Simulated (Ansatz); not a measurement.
`B[B]([SiH3])[SnH3]` + CH₃OH → `C[O][SnH3]` + `BB[SiH3]` at 400 K and 1 bar (cleavage of the Sn–B bond).

Gas-phase electronic energies from Ansatz, PBE0-D4/def2-TZVP geometries. CCSD(T)/CBS adds triple-zeta CCSD(T) − MP2 to the extrapolated MP2 energy (def2 sets, frozen cores). This one scheme is used for every species. def2 core potentials past Kr. For Sn outer-core shells are correlated without core-valence functions, which leaves a few kJ/mol of doubt a bond.

```tsv
species	CCSD(T)/CBS energy (Eh)	H − E (kJ/mol)	S (J/(mol·K))
`B[B]([SiH3])[SnH3]`	-557.42402	221.0	444.7
CH₃OH	-115.61712	151.2	252.6
`C[O][SnH3]`	-330.83288	188.9	352.3
`BB[SiH3]`	-342.20223	174.7	345.0
```

H − E and S are ideal-gas, rigid-rotor, harmonic terms from PBE0-D4/def2-TZVP, for one conformer and one mirror image of each species. 1 Eh = 2625.50 kJ/mol, R = 8.31446 J/(mol·K).

Task: By hand: ΔE, ΔH, ΔS and ΔG.

Result: ΔE = (-330.83288) + (-342.20223) − (-557.42402) − (-115.61712) = 0.00603 Eh = 15.8 kJ/mol. Δ(H − E) = 188.9 + 174.7 − 221.0 − 151.2 = -8.6, so ΔH = 7.2 kJ/mol. ΔS = 352.3 + 345.0 − 444.7 − 252.6 = 0.0 J/(mol·K). ΔG = 7.2 − 400 × (0.0)/1000 = 7.2 kJ/mol.

Task: By hand: the equilibrium constant, and the temperature at which ΔG would vanish if ΔH and ΔS stayed fixed.

Result: log₁₀ K = −ΔG/(RT ln 10) = -0.9. With ΔH or ΔS at zero there is no such temperature.

The number of gas molecules stays the same, so ΔS is small and ΔH decides. A doubt of 5 kJ/mol in ΔE shifts log₁₀ K by 0.7 here. Other conformers and mirror images would add mixing entropy, several J/(mol·K) or more a flexible species. These are equilibria of isolated gas molecules and say nothing of rates. Largest T1 diagnostic: 0.016 (customary marks: 0.02 for closed shells, 0.045 for open ones).

ΔS is within the doubt of such terms, so its sign, and with it that verdict, could turn.
